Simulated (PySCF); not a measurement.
C₂H₃BO₂.
Structure used (PBE0-D3(BJ)/def2-SVP), in Å, numbered top down from 1:
```xyz
8
C2H3BO2 angstrom
C      2.1010    0.3134    0.2277
C      0.9103    0.1848    0.0180
B     -0.6061   -0.0112   -0.2015
O     -1.3639   -0.7097    0.6901
O     -1.1916    0.5196   -1.2991
H      3.1554    0.4346    0.4009
H     -0.8518   -1.0358    1.4360
H     -2.1353    0.3231   -1.3213
```

Lines to be assigned: B 1s: 197.97 eV; C 1s: 290.60 (area 1), 290.83 (area 1) eV; O 1s: 539.37 eV.

The calculation used delta-SCF UKS SCAN, pcX-2 on the ionised atom, pcseg-1 elsewhere, spin-free X2C (PySCF). The structure is a single PBE0-D3(BJ)/def2-SVP conformer in the gas phase; no vibrational or solvent corrections.

Question: Assign the C 1s lines to atoms.

Answer: 290.60 eV: C2 (alkyne carbon); 290.83 eV: C1 (terminal alkyne carbon). The 2 C 1s values lie within 0.23 eV of each other; Gaussian lines of 0.5 eV full width would blend them into one maximum.

Bonded neighbours of each site: C1: C (triple bond) and H; C2: C (triple bond) and B; B3: 2 O and C; O4/O5: H and B.

Question: Which photon wavelength matches the C 1s of C1 threshold?

Answer: λ = hc/E = 12398.42 eV Å / 290.83 eV = 42.631 Å.

One atom of each set of topologically equivalent atoms was ionised and stands for the set; in this conformer not all members are related by symmetry, and their own values weren't computed. The unrestricted hole states depart most from a pure doublet (⟨S²⟩ = 0.75; over 0.85 named) for C 1s of C1 (0.86) and C 1s of C2 (0.87), which makes these values less certain.
